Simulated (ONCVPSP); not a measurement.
**Building the ONCV potential for Mg (Z = 12) (PBE, scalar-relativistic).**

Mg, optimised norm-conserving Vanderbilt (ONCV), made with ONCVPSP 4.0.1 (PBE, scalar-relativistic). Core [He], reference 2s2 2p6 3s2. Waves: 2s+3s: rc 1.20 bohr, ncon 4, nbas 7, qcut 9.4 1/bohr, 2 projectors; 2p: rc 1.20 bohr, ncon 4, nbas 8, qcut 9 1/bohr, 2 projectors, debl 0.3 Ha. Local part: polynomial inside 0.90 bohr (lpopt 5, dvloc0 3 Ha). Core correction: none.

In the p channel the program set the typed energies aside and used -1.713, 0.250 Ha.

**Question.** Does the generator finish with these settings?

**Answer.** Yes, a potential is produced and its reference levels are reproduced.

**Question.** Estimate the cutoffs (Ha) at which the residual kinetic energy of the hardest occupied pseudo-wave falls to 1 and 0.1 mHa per electron.

**Answer.** 50 Ha and 138 Ha.

**Question.** Does the potential have ghost states?

**Answer.** No bound ghost flagged; no localised positive-energy state flagged.

**Question.** Which valence shell sets the plane-wave cutoff?

**Answer.** 2p: 50 Ha for 1 mHa per electron, against 21 Ha for 2s.

**Question.** Tests: 2s2 2p6 3s1; 2s2 2p6 3s0; 2s2 2p6 3s1.5; 2s1 2p6 3s2. Which has the largest error in its energy relative to the reference configuration, and how large is it?

**Answer.** 2s1 2p6 3s2, with -405 meV (all-electron minus pseudo) on +91.47 eV.
